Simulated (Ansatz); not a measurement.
Ansatz (an electronic-structure program) input (RI-MP2/def2-TZVPP):
A basis named .json is the Basis Set Exchange file of that set.

Ansatz 0.2 input:
```yaml
crystal:
  periodic: [false, false, false]
  atoms:
    - {symbol: Cu, position_ang: [0.00000000, 0.00000000, 0.00000000]}
    - {symbol: F, position_ang: [-0.00000000, -0.00000000, -1.71081561]}
    - {symbol: F, position_ang: [0.00000000, 0.00000000, 1.71081561]}
basis:
  gaussian:
    orbitals: def2-TZVPP
    fitting: {mean_field: def2-universal-jkfit, correlation: def2-TZVPP-RIFIT.json}
total_charge: 1
magnetization: {spin_polarized: true, initial_magnetization: 2}
correlation: {method: mp2, electrons: outside_noble_gas}
```

End of the output:

```
integrals: 0.06 GiB planned
418 factors; integrals over basis functions are off by at most 1.6e0 eV
368 factors; integrals over basis functions are off by at most 1.7e2 eV
mean field: 0.31 GiB planned
mean field evaluation 1: about -49991.1131 eV, gradient 5.9e1 eV
mean field evaluation 2: about -49987.0400 eV, gradient 9.4e1 eV
mean field evaluation 4: about -49999.2913 eV, gradient 8.5e0 eV
mean field evaluation 8: about -50000.3971 eV, gradient 6.8e-1 eV
mean field evaluation 16: about -50000.4004 eV, gradient 7.3e-3 eV
mean field evaluation 32: about -49986.4889 eV, gradient 3.8e1 eV
mean field evaluation 64: about -49999.2962 eV, gradient 1.9e0 eV
mean field evaluation 96: about -50000.4382 eV, gradient 1.6e-2 eV
mean field evaluation 128: about -50001.2350 eV, gradient 1.0e1 eV
mean field evaluation 160: about -49999.7678 eV, gradient 3.6e-3 eV
mean field evaluation 192: about -50001.6556 eV, gradient 2.0e-6 eV
mean field -50001.65561493 eV, -1837.5269515092 hartree, gradient 2.0e-6 eV, S^2 2.008946; 21 other end points of the search recorded, 0 dependent functions left out
11 core orbitals not correlated
reference -50001.65561493 eV, -1837.5269515092 hartree; 13, 11 occupied and 102, 104 virtual orbitals, 368 factors
second order -22.83104933 eV of doubles, -0.00000000 eV of singles
Total energy: -50024.48666426 eV, -1838.3659770967 hartree
```

The spin state was set by rule; other spins were not relaxed.
